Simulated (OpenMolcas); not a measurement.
## How methods differ on GeNH4Cl (SMILES [NH2][GeH2][Cl])

GeNH4Cl: 7 atoms, total charge 0, spin state singlet. SMILES: `[NH2][GeH2][Cl]`. The coordinates come from a PBE0-D4/def2-TZVP relaxation. This is one conformer, not always the lowest.

```tsv
atom	x (Å)	y (Å)	z (Å)
N	-0.7929	0.5155	-0.7227
Ge	0.5799	0.0033	0.3532
Cl	0.3945	-2.0546	1.0345
H	-1.7009	0.5268	-0.2796
H	-0.8589	0.0147	-1.5977
H	0.5593	0.8649	1.6172
H	1.8802	0.0613	-0.4506
```

Each level gives the energy change with the Ge2–H7 bond stretched from 1.530 to 2.295 Å (eV). The values are calculated.

```
                      level                 kind     program  value (eV)  CPU time (all runs)
  HF/cc-pVDZ (unrestricted)         Hartree–Fock  OpenMolcas        2.31                 11 s
   PBE/cc-pVDZ (restricted)                  GGA  OpenMolcas        1.78                 49 s
revPBE/cc-pVDZ (restricted)                  GGA  OpenMolcas        1.75                 51 s
r2SCAN/cc-pVDZ (restricted)             meta-GGA  OpenMolcas        1.96                 70 s
 B3LYP/cc-pVDZ (restricted)        global hybrid  OpenMolcas        1.91                 45 s
 BHLYP/cc-pVDZ (restricted)        global hybrid  OpenMolcas        2.15                 43 s
  PBE0/cc-pVDZ (restricted)        global hybrid  OpenMolcas        2.00                 45 s
   MP2/cc-pVDZ (restricted)  perturbation theory  OpenMolcas        2.16                 11 s
```

All-electron rows without a relativistic Hamiltonian named are non-relativistic. The first shape isn't each level's own minimum. The values span 1.75 to 2.31 eV. In the correlated wave-function rows the outer d shell of Ge is correlated, in sets not made for it. CPU times are rough (shared hosts, several kinds of processor and program).
